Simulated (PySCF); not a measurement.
Match the calculated data to a structure.

All candidates are C6H8ClF.

- Rotational structure: rotational constants A, B, C: 3.209, 0.994, 0.839 GHz [GFN2-xTB]
- Polarisability: 85.0 au [B3LYP/def2-SVPD]
- Dipole: 1.93 D [B3LYP/def2-SVPD]
- UV, first state: lowest singlet excitation: 6.35 eV (195 nm, f = 0.125) [TDDFT B3LYP/def2-SVPD]
- Triplet: lowest triplet excitation (Tamm–Dancoff): 4.21 eV [TDA B3LYP/def2-SVPD]

Gas-phase values; electronic properties from PySCF, density fitting. Levels stand in brackets. The structure is a single GFN2-xTB conformer in the gas phase; no vibrational or solvent corrections.

Question: Which candidate is it?
A. `C[C@@H]1C[C@H](Cl)/C1=C/F`
B. `C=C1C[C@@H](CCl)[C@H]1F`
C. `CC1([C@@H](Cl)CF)C=C1`

Answer: B. It is `C=C1C[C@@H](CCl)[C@H]1F`. Numbering: `[CH2:1]=[C:2]1[CH2:3][C@@H:4]([CH2:5][Cl:6])[C@H:7]1[F:8]`. Its formula, C6H8ClF, gives 2 degrees of unsaturation: 1 ring and 1 π bond in the structure found. S1 is mainly HOMO→LUMO (weight 0.74); the largest Löwdin shares of the orbital it empties are 0.35 on the terminal =CH2 carbon, 0.31 on the fully substituted alkene carbon, 0.07 on the allylic carbon and 0.05 on the sp3 C–F carbon, of the orbital it fills 0.25 on the terminal =CH2 carbon, 0.23 on the fully substituted alkene carbon, 0.10 on the sp3 C–F carbon and 0.06 on the allylic carbon. The optimised geometry has point group C1 and is an asymmetric top.

The others, at the same levels:
- `C[C@@H]1C[C@H](Cl)/C1=C/F` fails: its computed lowest singlet excitation is 6.02 eV (206 nm, f = 0.142) (against 6.35 eV), rotational constant A is 2.228 GHz (against 3.209 GHz) and smallest rotational constant is 0.936 GHz (against 0.839 GHz).
- `CC1([C@@H](Cl)CF)C=C1` fails: its computed lowest singlet excitation is 5.90 eV (210 nm, f = 0.010) (against 6.35 eV), static isotropic polarisability is 82.7 au (against 85.0 au) and rotational constant A is 1.803 GHz (against 3.209 GHz).

Each candidate is one conformer, not necessarily the lowest. Dipoles, sizes and rotational constants follow the conformer. The torsions of the flexible species, by atom-mapped SMILES:
- `[CH2:1]=[C:2]1[CH2:3][C@@H:4]([CH2:5][Cl:6])[C@H:7]1[F:8]`: C3–C4–C5–Cl6 -71°
- `[CH3:1][C:2]1([C@@H:3]([Cl:4])[CH2:5][F:6])[CH:7]=[CH:8]1`: C1–C2–C3–Cl4 -66°, C2–C3–C5–F6 61°
